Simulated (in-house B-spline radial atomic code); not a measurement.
A calculation on neutral holmium (an excited or competing configuration): its settings, and results tabulated from the run. Level of theory: scalar-relativistic (X2C) PBE, spin-polarised, spherical fractional occupations, Fermi nucleus of rms radius 5.2022 fm; calculated with a radial B-spline atomic code at the basis-set limit.

In the input, 3d5,1 would mean five up and one down electron.

Command:
```bash
python run_scf.py task.json out
```
Settings (nuclear radius in fm, mass in u):
```
Z                67
configuration    1s2 2s2 2p6 3s2 3p6 3d10 4s2 4p6 4d10 4f4,7 5s2 5p6 6s0,1 7s1,0
hamiltonian      x2c
method           pbe,pbe
spin_polarised   True
nucleus          fermi
rms_radius       5.2022
atomic_mass      164.93033
speed_of_light   137.035999084
```

Output (hartree, bohr):
```
 radial grid: 77 intervals, B-splines of order 8, outer radius 50 bohr

 iter        energy (Eh)    residual
    1      -12614.801554    4.93e-01
    2      -12614.365100    2.60e-01
    3      -12551.910138    7.15e-01
    4      -12595.064459    8.52e-01
    5      -12476.797307    1.68e+00
    6      -12614.393741    2.04e-01
    7      -12541.533968    7.75e-01
    8      -12615.558202    7.31e-02
    9      -12615.730297    2.98e-02
   10      -12615.787582    6.52e-03
   11      -12615.790779    2.44e-03
   12      -12615.790923    1.14e-03
   13      -12615.790936    1.64e-04
   14      -12615.790937    4.33e-05
   15      -12615.790937    6.18e-06
   16      -12615.790937    1.77e-06
   17      -12615.790937    2.28e-07

 total energy                    -12615.79094
 kinetic                           13887.6508
 electron-nucleus                 -31166.7418
 Hartree                            4937.6041
 exchange-correlation               -274.3041

 orbital      occ     eigenvalue          <r>       <r^2>       <1/r>       r_max
 1s up      1.000     -2033.7951    0.0199966 0.000555539     82.1072     0.01223
 1s down    1.000     -2033.7954    0.0199966 0.000555539     82.1072     0.01223
 2s up      1.000      -340.2699    0.0873873  0.00908388     19.0169     0.07448
 2s down    1.000      -340.2711     0.087388  0.00908406     19.0168     0.07448
 2p up      3.000      -302.1465    0.0775934  0.00736737     16.5529     0.06011
 2p down    3.000      -302.1474    0.0775941  0.00736755     16.5528     0.06011
 3s up      1.000       -76.0777     0.229407   0.0602826     6.84075      0.2114
 3s down    1.000       -76.1227     0.229488   0.0603257     6.83766      0.2114
 3p up      3.000       -64.3708     0.228234   0.0604806     6.16851      0.2075
 3p down    3.000       -64.4155     0.228332   0.0605332      6.1656      0.2076
 3d up      5.000       -49.1931     0.207784   0.0506999     5.78713      0.1695
 3d down    5.000       -49.2274     0.207901   0.0507613     5.78448      0.1696
 4s up      1.000       -15.0726     0.519008    0.304352     2.82913      0.4843
 4s down    1.000       -15.1695     0.518961    0.304297     2.82996      0.4843
 4p up      3.000       -11.2052     0.549681    0.344044     2.53705      0.5054
 4p down    3.000       -11.3010     0.549575    0.343894     2.53799      0.5054
 4d up      5.000        -5.9025     0.597109    0.414279     2.22264      0.5234
 4d down    5.000        -5.9969     0.596635    0.413493     2.22442      0.5234
 4f up      4.000        -0.1910      0.86646     1.05499     1.58443      0.5246
 4f down    7.000        -0.2741     0.839996    0.969613     1.60955      0.5233
 5s up      1.000        -1.9416      1.28252     1.85399     1.04489        1.14
 5s down    1.000        -1.9906      1.27502     1.83254     1.05296       1.134
 5p up      3.000        -1.0539      1.52324     2.64545    0.857666       1.305
 5p down    3.000        -1.0918      1.51355     2.61319    0.865047       1.296
 6s down    1.000        -0.2303      3.71888      15.677    0.339384        3.21
 7s up      1.000        -0.0529      9.66942     103.178    0.127647       9.073
```

Run time, properties included: 0.32 s on 1 thread of Arm Neoverse V2, on a shared host.

One-electron X2C: radii and densities carry no picture-change correction, so inner-shell <1/r> comes out high (for 1s by about 2 % at Z = 33, 5 % at 54, 10 % at 75, 30 % at 118) and <r> low.
